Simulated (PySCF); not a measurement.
# Gas-phase XPS of `[SiH3]P[SiH2]c1cccs1`, computed

Compound: C₄H₉PSSi₂.
Structure used (PBE0-D3(BJ)/def2-SVP), in Å, numbered top down from 1:
```xyz
17
C4H9PSSi2 angstrom
Si    -2.3645    0.3860   -0.7550
P     -2.1904   -1.7588   -0.0449
Si    -0.5159   -1.3145    1.4128
C      0.8417   -0.5606    0.3801
C      1.5179   -1.1188   -0.6874
C      2.4149   -0.2191   -1.3207
C      2.4091    1.0218   -0.7334
S      1.3186    1.0867    0.5839
H     -3.7378    0.5712   -1.3149
H     -2.1427    1.3928    0.3295
H     -1.3565    0.5967   -1.8338
H     -3.2517   -1.6735    0.9100
H     -0.9062   -0.3299    2.4672
H     -0.0705   -2.5841    2.0614
H      1.3662   -2.1502   -1.0126
H      3.0398   -0.4756   -2.1773
H      2.9962    1.8974   -1.0088
```

Level of theory: delta-SCF UKS SCAN, pcX-2 on the ionised atom, pcseg-1 elsewhere, spin-free X2C (PySCF). Each binding energy is the total energy of the core-ionised species, with the hole localised on one atom, minus that of the ground state; both are solved self-consistently, so orbital relaxation is included.

Q: Give the core binding energies atom by atom.

A: 
```csv
atom(s),environment,level,binding energy (eV),2p1/2 (eV),above the level's lowest (eV),count
Si1,SiH3 silicon,Si 2p3/2,106.57,107.20,0.00,1
Si1,SiH3 silicon,Si 1s,1846.34,–,0.00,1
P2,three-coordinate phosphorus,P 2p3/2,135.65,136.54,0.00,1
P2,three-coordinate phosphorus,P 1s,2149.14,–,0.00,1
Si3,SiH2 silicon,Si 2p3/2,106.62,107.24,+0.05,1
Si3,SiH2 silicon,Si 1s,1846.40,–,+0.06,1
C4,substituted aromatic carbon,C 1s,290.25,–,0.00,1
C5,aromatic CH carbon,C 1s,290.28,–,+0.03,1
C6,aromatic CH carbon,C 1s,290.37,–,+0.12,1
C7,aromatic CH next to a ring sulfur,C 1s,290.60,–,+0.35,1
S8,thiophene-type sulfur,S 1s,2477.82,–,0.00,1
```

Lowest listed C 1s: C4, bonded to S (aromatic in the SMILES), C (aromatic in the SMILES) and Si. Highest, 0.35 eV above it: C7, bonded to S (aromatic in the SMILES), C (aromatic in the SMILES) and H. The widest gap between neighbouring values is 0.23 eV, between 290.37 and 290.60 eV. Summing the Pauling electronegativity differences to the bonded atoms, each weighted by its formal bond order, gives -0.60 for the lowest site and -0.30 for the highest; no listed site has a larger sum than the highest. The values 290.25 and 290.28 eV lie too close for their order to be trusted.

The 2 Si 1s values lie within 0.06 eV of each other; Gaussian lines of 0.5 eV full width would blend them into one maximum.

The 2 Si 2p3/2 values lie within 0.05 eV of each other.

Q: What is the longest wavelength that can ionise C 1s of C6 vertically?

A: λ = hc/E = 12398.42 eV Å / 290.37 eV = 42.699 Å.

Q: Which effective nuclear charge Zeff reproduces each element's mean 1s value in the hydrogen-like formula E = 13.606 eV × Zeff²?

A: C (Z = 6): mean 290.4 eV, Zeff = 4.62, Z − Zeff = 1.38; Si (Z = 14): mean 1846.4 eV, Zeff = 11.65, Z − Zeff = 2.35; P (Z = 15): mean 2149.1 eV, Zeff = 12.57, Z − Zeff = 2.43; S (Z = 16): mean 2477.8 eV, Zeff = 13.50, Z − Zeff = 2.50. Means run over the listed sites, weighted by atom count.

Not every level is listed. Spin–orbit and ligand-field terms were added within each 2p shell after the spin-free SCF. 2p1/2 minus 2p3/2 (ligand field included): Si 0.62 eV, P 0.89 eV. Geometry: PBE0-D3(BJ)/def2-SVP, one conformer, isolated molecule.
